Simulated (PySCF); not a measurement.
C2H5FN2Si, SMILES F[C@@H]1[Si@@H](C=N1)N. Atoms are numbered in the order given.

```xyz
11

N      2.0131     0.5312     0.4576
Si     0.4055     0.8895    -0.0609
C     -1.0347     0.5002     1.1288
N     -1.5611    -0.4708     0.4404
C     -0.7197    -0.5340    -0.7812
F     -0.1154    -1.7754    -0.8980
H      2.2617    -0.3904     0.8223
H      2.8188     1.0180     0.0635
H      0.4896     2.2396    -0.7295
H     -1.4907     0.8144     2.0902
H     -1.3552    -0.3754    -1.6832
```
Charge 0, spin multiplicity 1.

Geometry optimised at PBE-D3(BJ)/def2-SVP. The structure was generated by enumeration; whether it is a known compound was not checked. The values are those of a single conformer.

Two levels are set side by side: PBE/pcSseg-1 (PySCF) and HF/pcSseg-1 (PySCF). GIAO shifts against CFCl3 (¹⁹F), NH3 (¹⁵N), TMS (²⁹Si), TMS (¹H), TMS (¹³C) at the same level; non-relativistic, no solvent, atoms listed together averaged. Differences are taken from unrounded values.

| quantity | HF |
|---|---|
| δ(¹⁵N) of N1 (ppm) | 17.4 |
| δ(²⁹Si) of Si2 (ppm) | -6.7 |
| δ(¹³C) of C3 (ppm) | 218.3 |
| δ(¹⁵N) of N4 (ppm) | 558.0 |
| δ(¹³C) of C5 (ppm) | 112.8 |
| δ(¹⁹F) of F6 (ppm) | -161.4 |
| δ(¹H) of H7, H8 (ppm) | 1.85 |
| δ(¹H) of H9 (ppm) | 5.48 |
| δ(¹H) of H10 (ppm) | 10.05 |
| δ(¹H) of H11 (ppm) | 6.55 |

Problem. What does PBE give, and how far is it from HF? (Estimate from the structure and the level; the computed values follow.)

Solution. 
```json
[
 {"quantity": "δ(¹⁵N) of N1 (ppm)", "PBE": "34.2", "PBE minus HF": "16.8"},
 {"quantity": "δ(²⁹Si) of Si2 (ppm)", "PBE": "-1.7", "PBE minus HF": "5.0"},
 {"quantity": "δ(¹³C) of C3 (ppm)", "PBE": "208.9", "PBE minus HF": "-9.4"},
 {"quantity": "δ(¹⁵N) of N4 (ppm)", "PBE": "532.8", "PBE minus HF": "-25.2"},
 {"quantity": "δ(¹³C) of C5 (ppm)", "PBE": "128.5", "PBE minus HF": "15.6"},
 {"quantity": "δ(¹⁹F) of F6 (ppm)", "PBE": "-204.5", "PBE minus HF": "-43.1"},
 {"quantity": "δ(¹H) of H7, H8 (ppm)", "PBE": "1.80", "PBE minus HF": "-0.05"},
 {"quantity": "δ(¹H) of H9 (ppm)", "PBE": "6.53", "PBE minus HF": "1.05"},
 {"quantity": "δ(¹H) of H10 (ppm)", "PBE": "9.42", "PBE minus HF": "-0.63"},
 {"quantity": "δ(¹H) of H11 (ppm)", "PBE": "6.99", "PBE minus HF": "0.44"}
]
```

Rough cost on one machine, each run with all the roots and properties that it gave: HF against PBE within a factor of 2.
